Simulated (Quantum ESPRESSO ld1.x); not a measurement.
Values are calculated unless marked as measured or tabulated.
One sound ld1.x (Quantum ESPRESSO 7.5) input for neutral lead gives E = -19519.0108 hartree in 38 iterations:

```
 &input
    zed=82.0,
    iswitch=1,
    rel=0,
    lsd=1,
    dft='SLA-VWN',
    config='[Hg] 6p2',
    verbosity='high',
    prefix='ld1',
    max_out_wfc=37,
    file_charge='ld1.rho',
 /
```

Changed or added lines, one case at a time, and what came of them:

- zed=0.0: crashed. A zed of zero is read as not set; no element symbol is given either, so there is no nucleus and the run dies.
- tr2=1e-2: inaccurate. The cycle stops early, after 6 iterations, and the energy is off by +2.162 hartree against the sound run.
- atom='Jo' (without zed): crashed. The symbol names no element; the program warns, takes a nuclear charge of zero and dies without a result.
- dft='PW91': silently wrong. The run ends normally, but in this build (ld1.x 7.5) Etot and Exc of a spin-polarised run lack the gradient corrections of exchange and correlation and come out near their LSDA values (nitrogen, PBE: -54.132 hartree against -54.536 from two other codes). The eigenvalues and orbitals are those of the GGA; the energies must not be used.
- isic=1 latt=1: refused. The program stops in ld1_readin with "isic and latter correction not allowed": the two corrections exclude each other.
- config='[Hg] 6p2 1s1': refused. The program stops in occ_spin with "wrong occupations": the bracketed core already holds 1s.
- config='[Hg] 6p2 8s1': refused. The program stops in el_config with "wrong main quantum number": the config string takes n from 1 to 7 alone.
